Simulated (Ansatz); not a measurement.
Coupled-cluster diagnostics for the cluster PbO₄, Ansatz.

Geometry of the singlet (PBE-D4/def2-SVP):

```xyz
5

Pb    1.1844    0.1470   -1.3133
O     1.0564   -0.6920    0.6962
O    -0.8796    0.7139   -0.8923
O    -0.4515   -0.6906    0.8935
O    -0.9097    0.5217    0.6160
```

In the def2 sets Pb takes a core potential; there is no spin–orbit coupling. Correlated methods freeze 8 core orbitals; core or outer-core shells of Pb are correlated, in sets that lack core-valence functions. The structure holds 3 bonds between oxygen atoms, so isomers without such links may lie far lower. The structure comes from a short search, and lower isomers may exist.

Geometry of the charge 0 triplet (PBE-D4/def2-SVP):

Cartesian coordinates in Å:
```
Pb -0.858 -1.647 0.111
O -1.392 0.546 -0.033
O 1.247 -0.823 0.052
O -0.537 1.500 -0.098
O 1.539 0.424 -0.031
```

Geometry of the charge 0 quintet (PBE-D4/def2-SVP):

```xyz
5

Pb   -1.814   -0.700   -0.215
O    -0.556    1.016   -1.333
O     0.425   -1.215    0.365
O     0.857    1.039    0.309
O     1.088   -0.140    0.874
```

(1) Estimate the CCSD(T) correlation energy, the shares of MP2 and (T), T1 and the reference's ⟨S²⟩ for: charge 0, singlet, own geometry in def2-TZVPP; charge 0, triplet, own geometry in def2-TZVPP; charge 0, quintet, own geometry in def2-TZVPP; charge 1, doublet, vertical in def2-TZVPP; and the rough time on 4 threads of Arm Neoverse V2 on a shared host.

## Answers

(1) 
```
                          state       basis  correlation (eV)  MP2 share (%)  (T) share (%)     T1  ⟨S²⟩ (pure)  wall time                            remarks
charge 0, singlet, own geometry  def2-TZVPP           -37.817           98.3            4.5  0.029  0.00 (0.00)       61 s  large T1, restricted SCF unstable
charge 0, triplet, own geometry  def2-TZVPP           -35.780           95.3            4.3  0.059  2.89 (2.00)     10 min        large T1, spin-contaminated
charge 0, quintet, own geometry  def2-TZVPP           -34.534           95.5            4.0  0.047  6.05 (6.00)     13 min                           large T1
    charge 1, doublet, vertical  def2-TZVPP           -36.961           93.6            5.0  0.080  0.96 (0.75)     16 min        large T1, spin-contaminated
```
Customary marks for T1 are 0.02 (closed shells), 0.045 (open shells) and about 0.05 (3d metals). T1 exceeds 0.02 in 4 of 4 rows and 0.045 in 3; the higher it lies, the less the single-reference result can be trusted.
